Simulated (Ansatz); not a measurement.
A nudged elastic band was laid between two geometries of BH3O2 + ClH (8 atoms, charge 0, multiplicity 1).

Computed with RKS PBE0-D4/6-31G* in Ansatz 0.2.0.

```json
{"movable images": "9", "climbing image": "yes", "spring": "5.0 eV/Å²", "optimiser": "quadratic models (default)", "start path": "through a guess of the saddle point", "force threshold": "0.05 eV/Å", "iteration limit": "60", "end points": "relaxed"}
```

Initial state:

```xyz
8
Properties=species:S:1:pos:R:3
B 0.057 0.070 -0.789
H 1.222 0.300 -0.936
O -0.843 0.025 -1.806
O -0.393 -0.159 0.481
H 0.543 -0.081 2.040
Cl 1.195 -0.021 3.168
H -0.436 0.198 -2.662
H -1.345 -0.333 0.504
```

Final state:

```xyz
8
Properties=species:S:1:pos:R:3
B -0.813 0.440 0.445
H 2.005 -0.921 -0.669
O -0.308 0.368 -0.815
O -1.704 -0.471 0.890
H 2.722 -1.109 -0.600
Cl -0.321 1.735 1.556
H 0.314 1.080 -1.010
H -1.894 -1.123 0.202
```

**Question.** What changes between the two ends?

**Answer.** Bonds broken: B1–H2, H5–Cl6. Bonds formed: B1–Cl6, H2–H5. BH3O2 + ClH becomes BClH2O2 + H2.

**Question.** What energy profile does the band end with?

**Answer.** It converged. The highest image is number 6 of 0 to 10, 1.54 eV above the first end and 2.08 eV above the last; the last end lies 0.54 eV below the first. Neighbouring images differ by up to 1.4 eV, so the band resolves the path poorly. A vibrational analysis at the climbing image gives one clearly imaginary mode, 892i cm⁻¹: a first-order saddle point. The orbitals stay closed-shell, which can raise the energy where a bond breaks towards radicals; this wasn't checked here.

```csv
image,path coordinate (Å),energy (eV),B1–H2 (Å),H5–Cl6 (Å),B1–Cl6 (Å)
0,0.00,0.00,1.20,1.30,4.12
1,0.88,0.01,1.20,1.30,3.97
2,1.76,0.04,1.20,1.30,3.67
3,2.64,0.12,1.20,1.29,3.41
4,3.51,0.22,1.20,1.29,3.37
5,4.39,0.40,1.21,1.30,2.97
6,5.27,1.54,1.35,1.67,2.28
7,6.19,0.10,2.06,2.25,1.83
8,7.11,-0.50,2.80,2.97,1.78
9,8.03,-0.53,3.00,3.92,1.78
10,8.95,-0.54,3.32,4.69,1.78
```

**Question.** What is the geometry of the highest image?

**Answer.** 
```xyz
8
Properties=species:S:1:pos:R:3
B -0.097 -0.224 -0.115
H 1.132 -0.779 -0.103
O -0.407 0.489 -1.226
O -0.896 -1.120 0.503
H 1.212 -0.078 0.523
Cl 0.764 1.299 1.352
H 0.118 1.292 -1.329
H -1.826 -0.880 0.396
```

The run took 7.6 min on 1 thread of Intel(R) Xeon(R) Processor @ 2.70GHz, on a shared host, peak memory 0.15 GiB.
